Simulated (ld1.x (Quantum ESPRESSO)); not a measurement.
**Ranking TM potentials for Mo (Z = 42)**

All share these settings but for the change named:

* Element: Mo (Z = 42)
* Generator: ld1.x (Quantum ESPRESSO) 7.5
* Type: norm-conserving Troullier–Martins (Kleinman–Bylander form)
* Functional: LDA (PZ)
* Relativity: scalar-relativistic
* Frozen core: [Kr]
* Valence charge: 6
* Reference configuration: 4d5 5s0 5p0 (charge +1)
* Partial waves: 5p (bound, empty): rc 3.80 bohr; 4d (bound): rc 2.05 bohr; 5s (bound, empty): rc 2.90 bohr
* Local potential: the s channel
* Core correction: a·sin(br)/r model core, default radius (core density twice the valence density)

Cutoff: the first of the cutoffs (Ry, on a coarse ladder) from which the occupation-weighted sum of valence levels, in a spherical-Bessel basis at the reference potential, stays within 10 and 1 mRy of its value at 400 Ry; the density cutoff is not measured.

The base gives 40 Ry.

Of 8 variants that were run, those that failed, showed a ghost or another fault, or gave nearly equal values are left out.

A variant can come out equal or close to the base.

Problem. Rank these variants from softest to hardest (loose cutoff).
A. all radii but the core radius scaled by about 1.39 (s 4.04, p 5.28, d 2.86 bohr)
B. all radii but the core radius scaled by about 0.79 (s 2.28, p 2.98, d 1.62 bohr)
C. all radii but the core radius scaled by about 1.10 (s 3.20, p 4.18, d 2.26 bohr)
D. all radii but the core radius scaled by about 1.31 (s 3.78, p 4.96, d 2.68 bohr)

Solution. A (25 Ry), D (30 Ry), C (35 Ry), B (45 Ry).
